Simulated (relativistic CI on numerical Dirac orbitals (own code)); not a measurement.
## Inner-shell lines of W LVII

Calculated at this level of theory: Dirac-Coulomb-Breit CI, separate exchange-only KLI orbitals for each configuration, a model potential for QED, unscaled Slater integrals (own radial code, finite nucleus).

Configuration list (outside the closed core 1s2 2s2 3s2 3p6): 2p⁶, 2p⁵3d, 2p⁵4s, 2p⁵4d. Levels of other configurations are missing.

The table holds the strongest lines. The upper levels have an inner-shell vacancy. Auger decay, open to those above the ionisation limit, is not computed, and radiative decays to configurations outside the model are missing too. Absolute energies can be off by a few tenths of a per cent, so close lines can change order. LS names give the leading component, which can be well under half, for lower levels too. Brackets number the levels in order of energy.

```tsv
λ (Å)	Upper	Lower	A (s⁻¹)	gA (s⁻¹)
1.42256	2p⁵3d ³P°1 [3]	2p⁶ ¹S0 [1]	7.16e+13	2.15e+14
1.4033	2p⁵3d ¹P°1 [9]	2p⁶ ¹S0 [1]	2.48e+15	7.44e+15
1.22775	2p⁵3d ³D°1 [11]	2p⁶ ¹S0 [1]	1.54e+15	4.61e+15
1.13331	2p⁵4s ¹P°1 [15]	2p⁶ ¹S0 [1]	4.18e+13	1.25e+14
1.10089	2p⁵4d ³P°1 [17]	2p⁶ ¹S0 [1]	2.59e+13	7.77e+13
1.09664	2p⁵4d ¹P°1 [23]	2p⁶ ¹S0 [1]	8.64e+14	2.59e+15
1.00795	2p⁵4s ³P°1 [25]	2p⁶ ¹S0 [1]	1.38e+13	4.13e+13
0.981517	2p⁵4d ³D°1 [27]	2p⁶ ¹S0 [1]	5.28e+14	1.58e+15
```
